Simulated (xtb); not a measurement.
N2, charge -1, doublet, from a rough starting geometry (a state made from the parent by changing its charge; the spin is typed, not shown lowest); GFN2-xTB (xtb).

The xtb input:
```
$ xtb mol.xyz --gfn 2 --chrg -1 --uhf 1 --opt vtight --json

# file mol.xyz
2

N      0.56446465     0.02228103     0.00897884
N     -0.52490994    -0.03785294     0.02898925
```

It wrote (shortened):

```
   ID    Z sym.   atoms
    1    7 N      1, 2

           -------------------------------------------------
          |                Calculation Setup                |
           -------------------------------------------------

           -------------------------------------------------
          |                 G F N 2 - x T B                 |
           -------------------------------------------------

          ...................................................
          :                      SETUP                      :
          :.................................................:
          :  # basis functions                   8          :
          :  # atomic orbitals                   8          :
          :  # shells                            4          :
          :  # electrons                        11          :
          :  max. iterations                   250          :
          :  Hamiltonian                  GFN2-xTB          :
          :  restarted?                      false          :
          :  GBSA solvation                  false          :
          :  PC potential                    false          :
          :  electronic temp.          300.0000000     K    :
          :  accuracy                    1.0000000          :
          :  -> integral cutoff          0.2500000E+02      :
          :  -> integral neglect         0.1000000E-07      :
          :  -> SCF convergence          0.1000000E-05 Eh   :
          :  -> wf. convergence          0.1000000E-03 e    :
          :  Broyden damping             0.4000000          :
          :  net charge                         -1          :
          :  unpaired electrons                  1          :
          ...................................................

 iter      E             dE          RMSdq      gap      omega  full diag
   1     -5.9378580 -0.593786E+01  0.480E+00    0.00       0.0  T
   2     -5.9383883 -0.530275E-03  0.271E+00    0.00       1.0  T
   3     -5.9386037 -0.215379E-03  0.238E-01    0.00       1.0  T
   4     -5.9386045 -0.791550E-06  0.744E-03    0.00       9.5  T
   5     -5.9386045 -0.122923E-08  0.253E-05    0.00    2797.0  T
   6     -5.9386045 -0.177636E-14  0.113E-05    0.00    6252.3  T

   *** convergence criteria satisfied after 6 iterations ***

         :::::::::::::::::::::::::::::::::::::::::::::::::::::
         ::                     SUMMARY                     ::
         :::::::::::::::::::::::::::::::::::::::::::::::::::::
         :: total energy              -5.847234355821 Eh    ::
         :: gradient norm              0.485841626454 Eh/a0 ::
         :: HOMO-LUMO gap              0.000000000014 eV    ::
         ::.................................................::
         :: SCC energy                -5.938604471865 Eh    ::
         :: -> isotropic ES            0.211775813020 Eh    ::
         :: -> anisotropic ES         -0.002145090218 Eh    ::
         :: -> anisotropic XC          0.010278067390 Eh    ::
         :: -> dispersion             -0.000400318807 Eh    ::
         :: repulsion energy           0.091370116044 Eh    ::
         :: add. restraining           0.000000000000 Eh    ::
         :: total charge              -1.000000000000 e     ::
         :::::::::::::::::::::::::::::::::::::::::::::::::::::

      -----------------------------------------------------------
     |                   =====================                   |
     |                        A N C O P T                        |
     |                   =====================                   |
     |               Approximate Normal Coordinate               |
     |                Rational Function Optimizer                |
      -----------------------------------------------------------
      -----------------------------------------------------------
     |                   =====================                   |
     |                        A N C O P T                        |
     |                   =====================                   |
     |               Approximate Normal Coordinate               |
     |                Rational Function Optimizer                |
      -----------------------------------------------------------

          ...................................................
          :                      SETUP                      :
          :.................................................:
          :   optimization level         verytight          :
          :   max. optcycles                   200          :
          :   ANC micro-cycles                  20          :
          :   degrees of freedom                 1          :
          :.................................................:
          :   RF solver                   davidson          :
          :   write xtbopt.log                true          :
          :   linear (good luck)              true          :
          :   energy convergence         0.1000000E-06 Eh   :
          :   grad. convergence          0.2000000E-03 Eh/α :
          :   maxmium RF displ.          1.0000000          :
          :   Hlow (freq-cutoff)         0.1000000E-01      :
          :   Hmax (freq-cutoff)         5.0000000          :
          :   S6 in model hess.         20.0000000          :
          ...................................................

generating ANC from exact Hessian ...
Using Lindh-Hessian (1995)
 Shifting diagonal of input Hessian by    0.0000000000000000
 Lowest  eigenvalues of input Hessian
    0.000000    0.000000    0.000000    0.000000    0.000000    2.441384
 Highest eigenvalues
    0.000000    0.000000    0.000000    0.000000    0.000000    2.441384

........................................................................
.............................. CYCLE    1 ..............................
........................................................................

[...]
 * total energy  :    -5.8472344 Eh     change       -0.3552714E-14 Eh
 * total energy  :    -5.8800135 Eh     change       -0.3277918E-01 Eh
 * total energy  :    -5.8808213 Eh     change       -0.8077173E-03 Eh
 * total energy  :    -5.8809471 Eh     change       -0.1258187E-03 Eh
 * total energy  :    -5.8809478 Eh     change       -0.6979987E-06 Eh
 * total energy  :    -5.8809481 Eh     change       -0.2953429E-06 Eh
 * total energy  :    -5.8809481 Eh     change       -0.2085443E-11 Eh
   *** GEOMETRY OPTIMIZATION CONVERGED AFTER 7 ITERATIONS ***
[...]
 N  N  Rav=1.2109 sigma=0.0000  Rmin=1.2109  Rmax=1.2109     1

 selected bond angles (degree)
 --------------------

 selected dihedral angles (degree)
 ---------------------------------

           -------------------------------------------------
          |                Final Singlepoint                |
           -------------------------------------------------

          ...................................................
          :                      SETUP                      :
          :.................................................:
          :  # basis functions                   8          :
          :  # atomic orbitals                   8          :
          :  # shells                            4          :
          :  # electrons                        11          :
          :  max. iterations                   250          :
          :  Hamiltonian                  GFN2-xTB          :
          :  restarted?                      false          :
          :  GBSA solvation                  false          :
          :  PC potential                    false          :
          :  electronic temp.          300.0000000     K    :
          :  accuracy                    1.0000000          :
          :  -> integral cutoff          0.2500000E+02      :
          :  -> integral neglect         0.1000000E-07      :
          :  -> SCF convergence          0.1000000E-05 Eh   :
          :  -> wf. convergence          0.1000000E-03 e    :
          :  Broyden damping             0.4000000          :
          :  net charge                         -1          :
          :  unpaired electrons                  1          :
          ...................................................

 iter      E             dE          RMSdq      gap      omega  full diag
   1     -5.9164163 -0.591642E+01  0.733E-07    0.00       0.0  T
   2     -5.9164163  0.000000E+00  0.765E-07    0.00   92426.7  T
   3     -5.9164163 -0.266454E-14  0.120E-07    0.00  100000.0  T

   *** convergence criteria satisfied after 3 iterations ***

         :::::::::::::::::::::::::::::::::::::::::::::::::::::
         ::                     SUMMARY                     ::
         :::::::::::::::::::::::::::::::::::::::::::::::::::::
         :: total energy              -5.880948067476 Eh    ::
         :: gradient norm              0.000000002674 Eh/a0 ::
         :: HOMO-LUMO gap              0.000000003465 eV    ::
         ::.................................................::
         :: SCC energy                -5.916416307090 Eh    ::
         :: -> isotropic ES            0.204453925811 Eh    ::
         :: -> anisotropic ES          0.000748116529 Eh    ::
         :: -> anisotropic XC          0.009151291592 Eh    ::
         :: -> dispersion             -0.000400239079 Eh    ::
         :: repulsion energy           0.035468239615 Eh    ::
         :: add. restraining           0.000000000000 Eh    ::
         :: total charge              -1.000000000000 e     ::
         :::::::::::::::::::::::::::::::::::::::::::::::::::::

           -------------------------------------------------
          |                Property Printout                |
           -------------------------------------------------

    * Orbital Energies and Occupations

         #    Occupation            Energy/Eh            Energy/eV
      -------------------------------------------------------------
         1        2.0000           -0.2958477              -8.0504
         2        2.0000           -0.1781798              -4.8485
         3        2.0000           -0.1386637              -3.7732
         4        2.0000           -0.1386637              -3.7732
         5        2.0000           -0.0713223              -1.9408
         6        0.5000            0.0666819               1.8145 (HOMO)
         7        0.5000            0.0666819               1.8145 (LUMO)
         8                          0.7523506              20.4725
      -------------------------------------------------------------
                  HL-Gap            0.0000000 Eh            0.0000 eV
             Fermi-level            0.0321809 Eh            0.8757 eV

     #   Z          covCN         q      C6AA      α(0)
     1   7 N        0.981    -0.500    32.786     8.238
     2   7 N        0.981    -0.500    32.786     8.238

 Mol. C6AA /au·bohr⁶  :        131.144385
 Mol. C8AA /au·bohr⁸  :       2893.150527
 Mol. α(0) /au        :         16.475293

Wiberg/Mayer (AO) data.
largest (>0.10) Wiberg bond orders for each atom

 ---------------------------------------------------------------------------
     #   Z sym  total        # sym  WBO       # sym  WBO       # sym  WBO
 ---------------------------------------------------------------------------
     1   7 N    2.250 --     2 N    2.250
     2   7 N    2.250 --     1 N    2.250
 ---------------------------------------------------------------------------

Topologies differ in total number of bonds
Writing topology from bond orders to xtbtopo.mol

molecular dipole:
                 x           y           z       tot (Debye)
 q only:       -0.037       0.015      -0.036
   full:       -0.037       0.015      -0.036       0.137
molecular quadrupole (traceless):
                xx          xy          yy          xz          yz          zz
 q only:       -1.303      -0.107       0.650       0.034       0.003       0.653
  q+dip:       -2.144      -0.177       1.068       0.057       0.004       1.075
   full:       -2.807      -0.232       1.398       0.075       0.005       1.408

optimized geometry written to: xtbopt.xyz

           -------------------------------------------------
          | TOTAL ENERGY               -5.880948067476 Eh   |
          | GRADIENT NORM               0.000000002674 Eh/α |
          | HOMO-LUMO GAP               0.000000003465 eV   |
           -------------------------------------------------

normal termination of xtb
```
